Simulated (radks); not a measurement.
Values are calculated unless marked as measured or tabulated.
Species: Pd+. Configuration: [Kr] 4d8 5p1 (not the ground configuration).

Level of theory: Dirac Kohn-Sham, PBE, spin-unpolarised, spherical densities, point nucleus; open shells are shared between the two j in proportion to 2j + 1 (a radial shooting solver on a logarithmic mesh with Libxc functionals).

Energy parts (eV):
| part | energy |
|---|---|
| total | -137315.303 |
| kinetic | 143431.525 |
| electron-nucleus | -332118.594 |
| Hartree | 55279.242 |
| exchange-correlation | -3907.476 |

Orbitals (lengths in bohr, moments of r in powers of bohr):
[
 {"orbital": "1s1/2", "occ.": "2", "eigenvalue (eV)": "-24169.97", "<1/r>": "48.24", "small-component weight": "2.83e-02"},
 {"orbital": "2s1/2", "occ.": "2", "eigenvalue (eV)": "-3542.918", "<1/r>": "11.09", "small-component weight": "5.91e-03"},
 {"orbital": "2p1/2", "occ.": "2", "eigenvalue (eV)": "-3287.414", "<1/r>": "11.07", "small-component weight": "5.92e-03"},
 {"orbital": "2p3/2", "occ.": "4", "eigenvalue (eV)": "-3128.018", "<1/r>": "10.43", "small-component weight": "5.69e-03"},
 {"orbital": "3s1/2", "occ.": "2", "eigenvalue (eV)": "-653.0570", "<1/r>": "3.863", "small-component weight": "1.65e-03"},
 {"orbital": "3p1/2", "occ.": "2", "eigenvalue (eV)": "-552.2422", "<1/r>": "3.767", "small-component weight": "1.59e-03"},
 {"orbital": "3p3/2", "occ.": "4", "eigenvalue (eV)": "-524.4576", "<1/r>": "3.612", "small-component weight": "1.53e-03"},
 {"orbital": "3d3/2", "occ.": "4", "eigenvalue (eV)": "-346.0294", "<1/r>": "3.444", "small-component weight": "1.42e-03"},
 {"orbital": "3d5/2", "occ.": "6", "eigenvalue (eV)": "-340.4894", "<1/r>": "3.404", "small-component weight": "1.40e-03"},
 {"orbital": "4s1/2", "occ.": "2", "eigenvalue (eV)": "-102.3818", "<1/r>": "1.467", "small-component weight": "4.11e-04"},
 {"orbital": "4p1/2", "occ.": "2", "eigenvalue (eV)": "-71.1186", "<1/r>": "1.347", "small-component weight": "3.56e-04"},
 {"orbital": "4p3/2", "occ.": "4", "eigenvalue (eV)": "-66.6092", "<1/r>": "1.298", "small-component weight": "3.39e-04"},
 {"orbital": "4d3/2", "occ.": "3.2", "eigenvalue (eV)": "-19.6825", "<1/r>": "0.9746", "small-component weight": "2.04e-04"},
 {"orbital": "4d5/2", "occ.": "4.8", "eigenvalue (eV)": "-19.1628", "<1/r>": "0.9616", "small-component weight": "1.99e-04"},
 {"orbital": "5p1/2", "occ.": "0.333333", "eigenvalue (eV)": "-8.1711", "<1/r>": "0.3678", "small-component weight": "3.27e-05"},
 {"orbital": "5p3/2", "occ.": "0.666667", "eigenvalue (eV)": "-7.8640", "<1/r>": "0.3558", "small-component weight": "3.09e-05"}
]

The highest occupied level is 5p3/2 at -7.864 eV. Summed over all electrons, <r^2> = 45.15 bohr^2, which gives a Langevin (diamagnetic) susceptibility term of -35.8 x 10^-6 cm^3/mol. The density falls to 0.001 e/bohr^3 at r = 4.29 bohr.
